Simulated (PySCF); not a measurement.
A series of substituents X on one scaffold: SiH2(OH)-X. All species are isolated molecules in the gas phase. One relaxed conformer stands for each flexible species; it need not be the lowest. Strings in code marks are SMILES.

All values below come from B3LYP-D3(BJ)/def2-TZVP // PBE0-D4/def2-TZVP (PySCF). B3LYP has the VWN-RPA correlation part, as in Gaussian. Excitations are Tamm–Dancoff values on a coarser integration grid. The basis has no diffuse functions, so Rydberg states are missing or too high.

A: X = carboxy
B: X = methylamino (`CN[SiH2]O` (C–N–Si–O torsion 83°, N–Si–O–H torsion -73°))
C: X = mercapto (`O[SiH2]S` (H–O–Si–S torsion -52°, O–Si–S–H torsion -65°))
D: X = cyanomethyl

### Question
A design calls for the highest S1 excitation (TDA) in this set. Which member fits?

### Answer
D (7.19 eV); next is C (6.21 eV).
